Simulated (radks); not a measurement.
Results of a calculation; reference values are marked as such.
Fractional charge and spin in the 4s shell of selenium: the spin-up occupation runs from 0 to 1 and the spin-down occupation from 0 to 1; the fullest corner is Se3+, [Ar] 3d10 4p(up 0.5, down 0.5) 4s(up 1, down 1). Level of theory: scalar-relativistic Kohn-Sham, PBE, spin-polarised, spherical densities, finite nucleus; Fermi nuclear charge, rms radius of each element as measured or else 0.836 A^(1/3) + 0.57 fm (a radial shooting solver on a logarithmic mesh with Libxc functionals). Energy (eV) minus the two flat planes that join the four corners (they meet along the diagonal where the two added fractions sum to one electron); zero is where a piecewise linear energy would lie.

down \ up       0     0.5       1
0           0.000  -1.626   0.000
0.5        -1.626   0.402  -1.546
1           0.000  -1.546   0.000

Corners above the fullest one (they belong to Se4+ and the next ion): (up 1, down 0) 55.475 eV, (up 0, down 1) 55.475 eV, (up 0, down 0) 125.25 eV. With half an added electron in each spin the energy lies 0.402 eV from the planes, and with half an added electron in spin up alone -1.626 eV. The planes are only a guide here: the flat-plane condition holds for ground states with one frontier orbital, while this shell lies below other occupied shells, so the corners above the fullest one are inner-hole states and not the ground states of those ions.
